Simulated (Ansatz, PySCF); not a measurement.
Reaction (SMILES): O[Si](O)(Br)Br -> O[Si](O)Br + Br atom (the Br-Si bond at the site shown breaks; other sites are not compared here)
Structures are relaxed separately at B3LYP-D3(BJ)/def2-TZVP in Ansatz (an electronic-structure program), one conformer each, not searched for the lowest. Frequencies are from Ansatz.

Property: bond dissociation energy (0 K, with B3LYP-D3(BJ) harmonic zero-point energies), in kcal/mol. Correlated levels leave the core frozen unless marked. UHF or UKS for open shells. No spin-orbit coupling. Frozen are the shells of the preceding noble gas and the d and f shells that filled before the atom's block. No relativistic terms. CBS(X,Y): correlation extrapolated as X^-3; Hartree-Fock from the larger set. [CCSD(T)-MP2]/basis is that difference in the basis named.

RI-MP2/CBS(def2-TZVPP,def2-QZVPP)+[CCSD(T)-MP2]/def2-TZVPP (Ansatz) gives 100.0 kcal/mol.

**Question.** Another calculation gave 98.8 kcal/mol. Which level was it?
(A) HF/def2-TZVPD (PySCF)
(B) wB97X-V/def2-TZVPD (Ansatz)
(C) BLYP/def2-TZVPD (Ansatz)
(D) PBE/def2-TZVPD (Ansatz)

**Answer.** B, wB97X-V/def2-TZVPD (Ansatz). The others give 93.9 (PBE), 86.5 (BLYP), 72.3 (HF) kcal/mol.
